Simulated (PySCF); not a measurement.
Cartesian coordinates (Å):
```xyz
11

W      0.1467    -0.1599    -0.1527
F      1.0799    -1.7855     0.0582
F     -1.2897    -0.7999     0.8877
F      1.2590     0.3450    -1.5893
F     -0.4703     1.6117     0.0342
N     -1.0483    -0.7204    -1.6403
H     -1.9764    -1.1463    -1.5169
H     -0.8226    -0.6271    -2.6395
N      1.3420     0.3944     1.3371
H      1.3408     1.3263     1.7725
H      2.0437    -0.2120     1.7819
```
Charge 0, multiplicity 1.

### Question
Predict the HOMO, charge on the central atom (Mulliken), LUMO, HOMO–LUMO gap, dipole moment and total energy from TPSSh-D3(BJ)/def2-TZVP // BP86-D3(BJ)/def2-SVP (PySCF 2.14.0).

### Answer

| Quantity | Result |
|---|---|
| HOMO | -7.81 eV |
| charge on the central atom (Mulliken) | 1.55 e |
| LUMO | -3.54 eV |
| HOMO–LUMO gap | 4.28 eV |
| dipole moment | 0.02 D |
| total energy | -578.8644 Ha |
